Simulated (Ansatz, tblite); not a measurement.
Cost and result up the ladder for Ge(OH)4 (GeO4H4) (9 atoms). Charge 0, multiplicity 1. Geometry: PBE-D4/def2-SVP.

Cartesian coordinates in Å:
```
Ge 0.000 0.000 0.000
O 1.394 1.039 0.382
H 2.155 0.484 0.638
O -1.441 1.018 0.235
H -1.269 1.670 0.942
O 0.163 -1.431 1.046
H -0.316 -2.183 0.647
O -0.116 -0.626 -1.662
H -0.570 0.028 -2.227
```

Ansatz on 4 threads of Arm Neoverse V2 on a shared host; xTB runs through tblite on one thread. Times are rough, summed over both states, and most runs start from the orbitals of an earlier one. No level here is sound enough to serve as a yardstick. The other state is a triplet.

The xTB rows come from tblite. HOMO above LUMO, or a gap near zero within one spin, warns that the state may not be the lowest or that an electron is smeared out.

xTB has no spin-polarisation term.

```csv
level,functions,wall time,vertical triplet (eV),remarks
GFN2-xTB,29,0.006 s,7.08,–
GFN1-xTB,33,0.008 s,8.34,–
PBE-D4/def2-TZVP,196,5 s,5.82,gap within one spin near zero (triplet)
r2SCAN-D4/def2-TZVP (with forces),196,12 s,6.39,gap within one spin near zero (triplet)
```
